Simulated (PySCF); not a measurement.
NMR problem set

- geometry from GFN2-xTB
- GIAO PBE0/pcSseg-1 shieldings
- code: PySCF 2.14
- relativity neglected, gas phase, one computed conformer, one averaged value for each set of equivalent atoms

References, each an isolated molecule treated in the same way: $^{1}$H (31.72 ppm) and $^{13}$C (186.93 ppm) against TMS. Splittings of carbon signals by F and P are missing where no couplings were computed. Where no couplings were computed, multiplicities follow the n + 1 count of equivalent neighbours, and m marks all less simple cases (inequivalent or close neighbours, rings, F or P nearby). Shifts are as computed. Against solution values, carbons near 30 ppm lie about +3 ppm off and those near 130 ppm about +5 ppm. Of 1211 compounds with measured shifts, 218 miss one by over three times the rms of a fit or turn the order of signals round; such compounds aren't used in these exercises.

**Question.** C6H14O. $^{1}$H NMR (600 MHz, computed): δ 3.57 (sept, 1H), 3.44 (t, 2H), 1.70 (m, 2H), 1.18 (d, 6H), 0.94 (t, 3H). $^{13}$C{$^{1}$H} NMR (computed): δ 76.8, 76.0, 28.3, 24.0, 11.7. Give a structure.

**Answer.** n-PrOi-Pr. Rings plus π bonds: 0. 5 carbon signals for 6 carbons: some carbons are equivalent by symmetry or fast rotation. Carbon types of the structure: 1 × CH, 2 × CH2, 3 × CH3, which accounts for all hydrogens. δC 76.8: sp3 CH bonded to O; pulled downfield by the heteroatom. δC 76.0: sp3 CH2 bonded to O; deshielded by the electronegative neighbour. δC 28.3: sp3 CH2; saturated and bonded to C and H only. δC 24.0, 11.7: methyl carbon; a saturated carbon with 1 carbon neighbour and no heteroatom attached.

The data come from this structure; uniqueness wasn't tested.

**Question.** C6H8P2. $^{1}$H NMR (300 MHz, computed): δ 10.76 (m, 1H), 8.47 (m, 1H), 3.07 (m, 6H). $^{13}$C{$^{1}$H} NMR (computed): δ 197.4 (CH), 178.1 (C), 142.3 (CH), 29.5 (CH3). Give a structure.

**Answer.** SMILES Cc1cc(C)pcp1. 4 carbon signals for 6 carbons: some carbons are equivalent by symmetry or fast rotation. Carbon types of the structure: 2 × C, 2 × CH, 2 × CH3, which accounts for all hydrogens. δC 197.4, 142.3: aromatic CH. δC 178.1: substituted aromatic carbon. δC 29.5: methyl carbon on an aromatic ring; a saturated carbon with 1 carbon neighbour and no heteroatom attached. δH 10.76, 8.47: hydrogen on an aromatic CH; aromatic region.

The data come from this structure; uniqueness wasn't tested.
